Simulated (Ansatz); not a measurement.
A CCSD(T) single point on C$_{2}$H$_{6}$GeSi (`C=[C]1[SiH2][GeH2]1`).

```yaml
crystal:
  periodic: [false, false, false]
  atoms:
    - {symbol: C, position_ang: [-1.367740, 0.729493, -0.951611]}
    - {symbol: C, position_ang: [-0.377244, 0.165062, -0.277445]}
    - {symbol: Si, position_ang: [0.564263, -1.419824, -0.026094]}
    - {symbol: Ge, position_ang: [0.989021, 0.579185, 1.085854]}
    - {symbol: H, position_ang: [-1.956848, 0.173713, -1.680278]}
    - {symbol: H, position_ang: [-1.645596, 1.772726, -0.815662]}
    - {symbol: H, position_ang: [1.434761, -1.890421, -1.133463]}
    - {symbol: H, position_ang: [-0.138889, -2.543350, 0.643823]}
    - {symbol: H, position_ang: [0.472102, 0.850483, 2.502573]}
    - {symbol: H, position_ang: [2.109168, 1.531832, 0.655104]}
basis:
  gaussian: {orbitals: def2-TZVPP}
correlation: {method: ccsd_t}
```

```sh
$ ansatz run in.yaml --threads 4 --pin off --events-out ev --progress --plain --max-ram 10444MiB
```

Log, shortened:

```
Functional definition: HF
1402 factors; integrals over basis functions are off by at most 7.8e-4 eV
mean field evaluation 1: about -66486.9296 eV, gradient 3.1e1 eV
mean field evaluation 2: about -66487.1601 eV, gradient 3.1e1 eV
mean field evaluation 4: about -66490.3917 eV, gradient 4.3e0 eV
mean field evaluation 8: about -66490.4631 eV, gradient 2.8e-1 eV
mean field -66490.46350175 eV, -2443.4794648345 hartree, gradient 2.5e-6 eV, S^2 0.000000; 0 other end points of the search recorded, 0 dependent functions left out; unrestricted orbitals would lower it
16 core orbitals not correlated: weight in the atoms' cores, before any rotation towards them, 1.000 or more for the frozen orbitals, at most 0.000 for the correlated occupied ones
reference -66490.46350175 eV, -2443.4794648345 hartree; 16, 16 occupied and 204, 204 virtual orbitals, 1402 factors
second order -19.01856693 eV of doubles, -0.00000000 eV of singles
cycle   1  -19.29234040 eV  change   -2.7e-1 eV  update   1.1e-1
cycle   2  -19.96582236 eV  change   -6.7e-1 eV  update   3.5e-2
cycle   3  -20.05867238 eV  change   -9.3e-2 eV  update   1.6e-2
cycle   4  -20.05217848 eV  change    6.5e-3 eV  update   4.5e-3
cycle   5  -20.05343660 eV  change   -1.3e-3 eV  update   1.8e-3
cycle   6  -20.05326450 eV  change    1.7e-4 eV  update   5.6e-4
cycle   7  -20.05323290 eV  change    3.2e-5 eV  update   2.2e-4
cycle   8  -20.05327791 eV  change   -4.5e-5 eV  update   7.1e-5
cycle   9  -20.05327656 eV  change    1.4e-6 eV  update   2.3e-5
perturbative correction -0.92249543 eV, -0.0339010817 hartree
Total energy: -66511.43927374 eV, -2444.2503102370 hartree
```

Hardware: 4 threads of an Arm Neoverse V1 on a shared host. Wall time 110 s, peak host memory 4.2 GiB.

The correlation energy is -20.976 eV, 4.4 % of it from (T); the T1 diagnostic reads 0.0131.
